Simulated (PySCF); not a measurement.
Levels of Mo(39+) from EOM-EA-GCCSD

Reference: closed-shell Mo(40+), 1s2; one electron is added. Calculated with PySCF 2.14, two-component X2C-1e with screened spin-orbit coupling, an uncontracted even-tempered set (16 s from 8.1 bohr⁻², ratio 2.6; 12 p from 11 bohr⁻², ratio 2.6; 6 d from 11 bohr⁻², ratio 2.8; 3 f from 470 bohr⁻², ratio 2.8); frozen nothing; the 36 highest virtual spinors dropped; of the others 52 kept and the rest restored at second order. No Breit or QED terms. Binding energies in eV.

| level | Koopmans | second order | EOM-CCSD |
| --- | --- | --- | --- |
| 2s1/2 | 5716.4 | 5716.6 | 5716.6 |
| 2p1/2 | 5632.2 | 5632.6 | 5632.6 |
| 2p3/2 | 5501.8 | 5502.2 | 5502.2 |

Electric-dipole lines between these computed levels:

| lower | upper | ΔE (eV) | vacuum wavelength (nm) |
| --- | --- | --- | --- |
| 2s1/2 | 2p1/2 | 83.962 | 14.77 |
| 2s1/2 | 2p3/2 | 214.41 | 5.783 |

For comparison, the ionisation energy of Mo(39+) is 5713.2 eV (theoretical estimate listed by NIST; NIST Atomic Spectra Database, ionization energies).

Only part of the computed levels is shown.
